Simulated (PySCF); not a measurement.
Relaxation of singlet LuSBr

Method: PBE in PySCF with Lu def2-SVP with ECP28, S def2-SVP, Br def2-SVP; scalar-relativistic core potentials, no spin–orbit coupling; density-fitted integrals. A (50,194) grid was used.

A hand-made bent start, of Cs symmetry, held to at least that symmetry:

```xyz
3
charge 0 multiplicity 1, angstrom
Lu   -0.4181    0.0000   -0.5814
S    -2.2612    0.0000    0.7091
Br    1.8428    0.0000    1.0017
```

Task: What does it relax to?

Result: It ends at Cs with Lu–Br 2.551 Å, Lu–S 2.264 Å; Br–Lu–S 114.8° (after a last refinement on a finer grid). A frequency run shows a minimum. Other isomers or separated fragments may lie lower.

Task: How much energy is released, and in how many steps?

Result: 18.3 kJ/mol in 5 steps.

Stability towards spin polarisation was not tested.

The relaxation took 39 s on 2 threads of a shared Arm Neoverse V1 host, with 131 basis functions and 6 gradients; the process peaked at 0.6 GiB.
